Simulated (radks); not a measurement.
The nuclear charge of neutral erbium is varied continuously with 68 electrons held in [Xe] 4f12 6s2. Method: scalar-relativistic Kohn-Sham, r2SCAN, spin-unpolarised, spherical densities, finite nucleus; meta-GGA in the generalised Kohn-Sham scheme; Fermi nuclear charge, rms radius 5.2516 fm; computed with a radial shooting solver on a logarithmic mesh with Libxc functionals. By the Hellmann-Feynman theorem dE/dZ = E(electron-nucleus)/Z, the electronic potential at the nucleus (averaged over a nucleus of fixed radius). The scalar-relativistic energy here is not variational (the density holds large components alone), so the two differ by a part that grows with Z.

Z     E (hartree)  E(electron-nucleus)/Z (hartree)  HOMO  e(HOMO) (eV)  <r> HOMO (bohr)
67.8  -12991.5072                         -470.195    4f        -0.611           0.8522
67.9  -13038.8825                         -471.240    4f        -1.808           0.8402
68    -13086.3638                         -472.283    4f        -3.076           0.8294
68.1  -13133.9511                         -473.325    4f        -4.406           0.8195
68.2  -13181.6442                         -474.367    6s        -5.152            3.899
68.3  -13229.4432                         -475.409    6s        -5.802            3.819
68.4  -13277.3480                         -476.449    6s        -6.472            3.745
68.5  -13325.3585                         -477.490    6s        -7.162            3.675
68.6  -13373.4748                         -478.531    6s        -7.870            3.609
68.7  -13421.6969                         -479.571    6s        -8.596            3.547
68.8  -13470.0248                         -480.612    6s        -9.339            3.488
68.9  -13518.4584                         -481.652    6s       -10.099            3.432
69    -13566.9978                         -482.693    6s       -10.876            3.379

The central difference of E at Z = 68 is -475.343 hartree, to compare with the third column; the second derivative is -10.6 hartree.
